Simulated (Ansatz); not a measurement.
`C=C[SiH](F)Cl` at its PBE0-D4/def2-TZVP geometry, where that method's forces vanish. Charge 0, multiplicity 1.

```xyz
9

C    -0.0710    1.0330   -1.1727
C    -0.5128    0.5532   -0.0128
Si    0.2300   -0.9638    0.7099
F    -0.8706   -2.1011    0.8841
Cl    0.9753   -0.5843    2.5742
H     0.7270    0.5450   -1.7264
H    -0.4811    1.9324   -1.6225
H    -1.3109    1.0757    0.5099
H     1.3141   -1.4903   -0.1439
```

Question: What forces (eV/Å) does ωB97M-V/def2-TZVPP give on these atoms in Ansatz 0.2.0? (An estimate is asked.)

Answer: Ansatz gave: 
```
C1   0.007  0.019 -0.034
C2  -0.036  0.028  0.009
Si3  0.217  0.033 -0.176
F4  -0.092 -0.085  0.015
Cl5  0.011  0.007  0.041
H6  -0.062  0.030  0.053
H7   0.031 -0.078  0.046
H8   0.061 -0.025 -0.053
H9  -0.136  0.071  0.098
```
